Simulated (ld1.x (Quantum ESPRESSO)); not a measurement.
The numbers below are computed, except where a source is named.
Potentials for Si (Z = 14) compared

Generated with ld1.x 7.5 (TM, RRKJ, ultrasoft, PAW), atompaw 4.2 or ONCVPSP 4.0.1. The cutoff is in Ry: for ld1.x and atompaw files where the sum of valence levels is converged to 10 mRy in a Bessel basis, for ONCV files where the hardest occupied wave has 1 mHa per electron of residual kinetic energy. The error is the largest all-electron minus pseudo excitation energy over each file’s own four to seven test configurations (ionisations up to +4, promotions, holes and added fractions of an electron), all of which were solved. The labels leave out finer settings (local radius, basis sizes, second energies), which also bear on the numbers. Spin-polarised tests are not counted. The rows are a selection from randomly drawn settings: files with unsolved tests, undetermined cutoffs or missed reference levels are left out.

```csv
potential,cutoff (Ry),largest error (meV),bound ghosts
"TM, PW91, non-relativistic, rc 1.70/1.65 (sp), local smoothed, core correction no, reference 3s1 3p0",15,+182,none
"TM, PBEsol, non-relativistic, rc 1.55/2.15 (sp), local smoothed, core correction yes, reference 3s2 3p2",15,+184,none
"TM, PBEsol, non-relativistic, rc 1.95/2.05 (sp), local s, core correction no, reference 3s2 3p1.5",15,+77,none
"ultrasoft, PBE, non-relativistic, rc 1.70/1.60/1.50 (spd), local smoothed, core correction yes, reference 3s2 3p0",10,+26,none
"ultrasoft, PBEsol, scalar-relativistic, rc 1.55/1.55 (sp), local smoothed, core correction yes, reference 3s2 3p2",15,-8.9,none
```

Task: Fill in the row for Si: ultrasoft, PBE, scalar-relativistic, rc 1.75/1.90 (sp), local smoothed, core correction no, reference 3s2 3p2.

Result: cutoff 10 Ry, largest error +22 meV, bound ghosts: none.
